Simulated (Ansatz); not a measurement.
Species: H6BSi2, SMILES `[SiH3][B][SiH3]` (charge 0, multiplicity 2).

**Question.** Give a relaxed geometry from PBE-D3(BJ)/def2-TZVP run with Ansatz (an electronic-structure program).

**Answer.** the end point of this relaxation (outside a Z-matrix the atoms follow the SMILES, hydrogens last).
Cartesian coordinates (Å) in one orientation:
```xyz
9

Si    -1.947    -0.173     0.495
B      0.006    -0.101     0.609
Si     1.951     0.112     0.518
H     -2.213     0.541    -0.803
H     -2.525    -1.553     0.399
H     -2.673     0.554     1.588
H      2.126     0.847    -0.784
H      2.723    -1.171     0.440
H      2.551     0.944     1.612
```
